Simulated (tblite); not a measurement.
A geometry optimisation, step by step.

Species: C2H12OSSi3.
Numbering: `[CH3:1][O:2][CH2:3][S:4][SiH2:5][SiH2:6][SiH3:7]` (hydrogens: H8, H9, H10 on C1; H11, H12 on C3; H13, H14 on Si5; H15, H16 on Si6; H17, H18, H19 on Si7)

Computed with GFN2-xTB (tblite), gas phase: L-BFGS steps from a force-field or distance-geometry start until the largest atomic force falls under 0.01 eV/Å. 4 of its 224 geometries are shown.

Step 0: E = -622.4683 eV, largest atomic force 1.545 eV/Å
```
atom  x, y, z in Å  |  force x, y, z in eV/Å
C1      3.283    0.750   -0.605    0.143   0.207  -0.246
O2      2.015    0.438   -0.094    0.023  -0.272  -0.011
C3      2.055   -0.814    0.576   -0.429   0.792  -0.921
S4      0.391   -1.129    1.192    0.238  -0.237   0.793
Si5    -0.868   -1.387   -0.526    0.927  -0.312  -1.073
Si6    -2.156    0.404   -0.878    0.050   0.753  -1.247
Si7    -3.366    0.946    0.903   -1.068   0.370   1.054
H8      3.236    1.731   -1.109   -0.090  -0.438   0.372
H9      3.626   -0.005   -1.341   -0.137   0.160   0.201
H10     3.989    0.768    0.233    0.234   0.182  -0.179
H11     2.278   -1.576   -0.180    0.286  -0.278   0.254
H12     2.807   -0.762    1.380   -0.418  -0.358  -0.015
H13    -1.712   -2.554   -0.367    0.214  -0.361   0.188
H14     0.006   -1.518   -1.735   -0.112  -0.289   0.605
H15    -1.407    1.561   -1.416   -0.113  -0.163  -0.039
H16    -3.121    0.007   -1.927    0.186   0.082  -0.084
H17    -3.877   -0.297    1.516    0.037   0.225   0.066
H18    -2.636    1.725    1.899   -0.081  -0.016   0.086
H19    -4.551    1.721    0.486    0.110  -0.048   0.198
```

Step 74: E = -623.0076 eV, largest atomic force 0.102 eV/Å
```
atom  x, y, z in Å  |  force x, y, z in eV/Å
C1      2.592    0.747   -0.760   -0.003   0.010  -0.006
O2      1.523    0.066   -0.151   -0.001  -0.052  -0.033
C3      1.929   -0.951    0.721   -0.006   0.034   0.023
S4      0.461   -1.900    1.145    0.006  -0.005   0.013
Si5    -0.522   -1.471   -0.748    0.012   0.016  -0.026
Si6    -1.704    0.514   -0.769    0.011   0.033  -0.042
Si7    -3.141    1.073    0.973    0.045   0.006  -0.054
H8      2.160    1.394   -1.518   -0.053   0.041  -0.016
H9      3.286    0.043   -1.235    0.006   0.018   0.016
H10     3.133    1.351   -0.026    0.062  -0.001   0.015
H11     2.663   -1.616    0.240   -0.055   0.004  -0.009
H12     2.371   -0.546    1.638   -0.008   0.004   0.042
H13    -1.444   -2.605   -0.796   -0.033  -0.087   0.042
H14     0.494   -1.802   -1.752   -0.016  -0.001  -0.009
H15    -0.820    1.654   -1.075   -0.002  -0.011   0.016
H16    -2.503    0.377   -2.005    0.000   0.023  -0.005
H17    -3.756   -0.085    1.624    0.020  -0.028  -0.007
H18    -2.490    1.860    2.022    0.033  -0.001   0.030
H19    -4.241    1.907    0.478   -0.017  -0.001   0.009
```

Step 149: E = -623.0651 eV, largest atomic force 0.180 eV/Å
```
atom  x, y, z in Å  |  force x, y, z in eV/Å
C1      2.182    0.930   -0.527    0.051   0.055  -0.010
O2      1.134    0.113   -0.068    0.055   0.019  -0.050
C3      1.537   -0.873    0.838    0.049   0.007   0.012
S4      0.178   -2.033    1.028   -0.025  -0.028   0.024
Si5    -0.553   -1.690   -0.995    0.021   0.097  -0.033
Si6    -1.630    0.359   -1.095   -0.015   0.078  -0.162
Si7    -2.401    1.125    0.962    0.009  -0.055  -0.008
H8      1.768    1.534   -1.335    0.031  -0.011   0.055
H9      3.018    0.328   -0.906   -0.075   0.021  -0.006
H10     2.555    1.582    0.272   -0.032  -0.023  -0.009
H11     2.409   -1.419    0.451    0.032  -0.025   0.005
H12     1.787   -0.452    1.817   -0.004   0.024   0.052
H13    -1.373   -2.889   -1.116   -0.123  -0.083  -0.016
H14     0.607   -1.980   -1.843    0.034   0.021   0.000
H15    -0.772    1.366   -1.766   -0.049  -0.098   0.070
H16    -2.703    0.185   -2.104    0.014   0.010   0.117
H17    -2.963   -0.010    1.696    0.002  -0.008   0.060
H18    -1.326    1.699    1.780   -0.023  -0.010  -0.035
H19    -3.464    2.135    0.920    0.049   0.009  -0.066
```

Step 223: E = -623.1122 eV, largest atomic force 0.009 eV/Å
```
atom  x, y, z in Å  |  force x, y, z in eV/Å
C1      1.969    1.079   -0.283   -0.001  -0.004   0.003
O2      1.050    0.023   -0.143   -0.005   0.007   0.004
C3      1.432   -0.930    0.807    0.000  -0.002  -0.003
S4      0.187   -2.236    0.840   -0.005   0.000   0.002
Si5    -0.587   -1.849   -1.158    0.009   0.001   0.000
Si6    -1.659    0.201   -1.179   -0.003  -0.004   0.003
Si7    -1.988    1.204    0.888    0.001   0.001  -0.005
H8      1.584    1.721   -1.072    0.000  -0.006   0.002
H9      2.960    0.702   -0.561   -0.002   0.001  -0.008
H10     2.053    1.649    0.648    0.005   0.003   0.007
H11     2.401   -1.377    0.544    0.006  -0.005  -0.002
H12     1.501   -0.495    1.812   -0.006   0.003  -0.001
H13    -1.420   -3.044   -1.290    0.002  -0.001  -0.003
H14     0.567   -2.079   -2.031   -0.007   0.002   0.002
H15    -0.919    1.090   -2.094    0.003   0.006  -0.001
H16    -2.942    0.012   -1.884    0.004  -0.002   0.004
H17    -2.463    0.241    1.883    0.007   0.003   0.002
H18    -0.766    1.807    1.431    0.001   0.000  -0.002
H19    -2.970    2.292    0.849   -0.008  -0.002  -0.003
```

Question: Summarise the path.

Answer: The energy falls by 0.6438 eV from step 0 to step 223; nine tenths of that is first reached at step 142. It rises by more than 0.2 meV at step 153. The largest force goes from 1.545 to 0.009 eV/Å. Among the bonds Si6–Si7 changes most, from 2.220 to 2.321 Å; the atoms move by 1.281 Å rms after alignment.

Question: Follow the three bonds and two angles with the largest change from start to end.

Answer: 
| step | E above end (eV) | largest force (eV/Å) | Si6–Si7 (Å) | Si5–Si6 (Å) | S4–Si5 (Å) | Si6–Si5–H14 (°) | S4–Si5–H13 (°) |
| --- | --- | --- | --- | --- | --- | --- | --- |
| 0 | 0.6438 | 1.545 | 2.220 | 2.234 | 2.146 | 106.2 | 110.5 |
| 10 | 0.2461 | 0.185 | 2.319 | 2.304 | 2.164 | 118.8 | 98.8 |
| 19 | 0.2250 | 0.081 | 2.334 | 2.318 | 2.175 | 121.0 | 100.3 |
| 29 | 0.2135 | 0.072 | 2.327 | 2.314 | 2.178 | 123.0 | 101.3 |
| 39 | 0.1999 | 0.080 | 2.323 | 2.306 | 2.176 | 120.2 | 101.0 |
| 48 | 0.1822 | 0.198 | 2.322 | 2.315 | 2.189 | 118.9 | 99.6 |
| 58 | 0.1423 | 0.109 | 2.324 | 2.321 | 2.184 | 118.7 | 98.5 |
| 68 | 0.1131 | 0.097 | 2.328 | 2.315 | 2.178 | 120.7 | 99.1 |
| 78 | 0.0990 | 0.082 | 2.322 | 2.312 | 2.178 | 122.5 | 97.9 |
| 87 | 0.0863 | 0.076 | 2.319 | 2.312 | 2.176 | 121.7 | 97.0 |
| 97 | 0.0798 | 0.056 | 2.325 | 2.314 | 2.178 | 122.1 | 98.1 |
| 107 | 0.0781 | 0.027 | 2.325 | 2.313 | 2.177 | 122.8 | 98.0 |
| 116 | 0.0769 | 0.023 | 2.323 | 2.312 | 2.177 | 123.2 | 98.2 |
| 126 | 0.0742 | 0.057 | 2.325 | 2.314 | 2.178 | 124.0 | 98.3 |
| 136 | 0.0678 | 0.093 | 2.323 | 2.309 | 2.178 | 122.4 | 98.0 |
| 145 | 0.0569 | 0.160 | 2.329 | 2.315 | 2.181 | 122.3 | 97.3 |
| 155 | 0.0274 | 0.098 | 2.330 | 2.313 | 2.179 | 119.9 | 98.9 |
| 165 | 0.0146 | 0.077 | 2.323 | 2.312 | 2.180 | 120.6 | 98.9 |
| 175 | 0.0094 | 0.062 | 2.321 | 2.313 | 2.181 | 120.8 | 98.4 |
| 184 | 0.0053 | 0.023 | 2.321 | 2.313 | 2.179 | 120.0 | 98.0 |
| 194 | 0.0045 | 0.039 | 2.320 | 2.314 | 2.179 | 120.4 | 98.0 |
| 204 | 0.0019 | 0.030 | 2.322 | 2.314 | 2.179 | 120.4 | 98.1 |
| 213 | 0.0005 | 0.023 | 2.321 | 2.313 | 2.178 | 120.0 | 98.0 |
| 223 | 0.0000 | 0.009 | 2.321 | 2.314 | 2.178 | 119.9 | 98.0 |

The cost below is that of the whole relaxation. The run took 4.0 s of wall time on Arm Neoverse N1, one thread, shared host.
